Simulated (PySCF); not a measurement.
**Continuum solvent and chemical shifts**

Cartesian coordinates in Å; atom numbers follow the order of the lines, from 1:
```xyz
21

C     2.3469    1.0972    0.5858
C     1.1524    0.1708    0.6987
C     1.3308   -1.1368   -0.0876
O     0.2036   -1.9607   -0.0043
C    -0.9204   -1.3766   -0.5923
C    -1.3276   -0.0965    0.1542
C    -2.5207    0.5916   -0.4695
F    -2.3185    0.7660   -1.7954
F    -3.6193   -0.1889   -0.3270
C    -0.1392    0.8422    0.2774
O    -0.2288    2.0273    0.0637
H     2.5187    1.3899   -0.4613
H     3.2591    0.6117    0.9632
H     2.1796    2.0207    1.1560
H     0.9951   -0.1246    1.7537
H     2.1804   -1.7055    0.3174
H     1.5620   -0.8968   -1.1463
H    -0.7288   -1.1294   -1.6539
H    -1.7383   -2.1089   -0.5577
H    -1.6107   -0.3890    1.1807
H    -2.7192    1.5766   -0.0189
```

GIAO PBE0/pcSseg-1 in PySCF 2.14.0 with density-fitted response routines on one PBE0-D3(BJ)/def2-SVP conformer, non-relativistic, equivalent nuclei averaged. Solvents enter as an IEF-PCM continuum (cyclohexane with ε = 2.0, chloroform with ε = 4.7) around the gas-phase geometry. Shifts are referred to TMS, CFCl3 computed in the same medium.

Gas phase, δ in ppm: C10 210.9, C7 117.3, C3 75.8, C5 67.2, C6 54.6, C2 47.1, C1 10.3, F8 -144.9, F9 -151.5, H21 6.44, H19 4.40, H16 4.08, H18 3.60, H17 3.04. Dipole moment 2.54 D.

**Question.** How does each δ change in the continuum?

**Answer.** 
| atoms | environment | Δδ, cyclohexane | Δδ, chloroform |
| --- | --- | --- | --- |
| C10 | ketone carbonyl carbon | +2.6 | +4.7 |
| C7 | sp3 CH bonded to 2 F | +0.8 | +1.4 |
| C3 | sp3 CH2 bonded to O | +0.2 | +0.4 |
| C5 | sp3 CH2 bonded to O | +0.3 | +0.5 |
| C6 | sp3 CH α to a carbonyl | +0.3 | +0.6 |
| C2 | sp3 CH α to a carbonyl | +0.6 | +1.0 |
| C1 | methyl carbon | 0.0 | +0.1 |
| F8 | fluorine of a CF2 group | -0.9 | -1.6 |
| F9 | fluorine of a CF2 group | -0.5 | -0.7 |
| H21 | hydrogen on an sp3 CH bonded to 2 F | +0.04 | +0.08 |
| H19 | hydrogen on an sp3 CH2 bonded to O | +0.03 | +0.04 |
| H16 | hydrogen on an sp3 CH2 bonded to O | +0.06 | +0.11 |
| H18 | hydrogen on an sp3 CH2 bonded to O | +0.04 | +0.07 |
| H17 | hydrogen on an sp3 CH2 bonded to O | +0.08 | +0.15 |

Changes are relative to the gas phase. The dipole moment becomes 2.78 D in cyclohexane, 2.99 D in chloroform.

**Question.** Which of the listed nuclei move most (in ppm), and what does the model miss? (N and O are left out, as their reference compounds move with the solvent too.)

**Answer.** C10 (ketone carbonyl carbon, +4.7 ppm) in chloroform. A continuum only polarises the solute; specific hydrogen bonds, the anisotropy of aromatic solvents and changes of geometry or conformer are outside it.
